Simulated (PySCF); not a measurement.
## Tc: excitation energy

Tc [Kr] 4d5 5s2 (6S) → Tc [Kr] 4d7 (4F), as a difference of total energies. All numbers are calculated (PySCF 2.14, a scalar-relativistic core potential, in aug-cc-pwCVTZ-PP with ECP28MDF (8s8p7d4f3g, 122 functions)). Correlated levels: valence: 4s2 4p6 frozen; valence and next inner shell: nothing frozen outside the core potential. The calculations carry no spin-orbit coupling.

```
                                method  excitation energy (eV)
                                   UHF                   3.654
                                   LDA                   2.074
                                   PBE                   1.798
                                  PBE0                   2.017
                                r2SCAN                   2.422
                                 M06-L                   1.892
                                  BP86                   1.732
                                 B3LYP                   1.936
                         MP2 (valence)                   2.346
                     SCS-MP2 (valence)                   1.786
    MP2 (valence and next inner shell)                   2.620
SCS-MP2 (valence and next inner shell)                   2.373
```

Task: How much does correlation contribute at MP2 (valence and next inner shell)?

Result: 2.620 − (3.654) = -1.034 eV, measured against UHF.
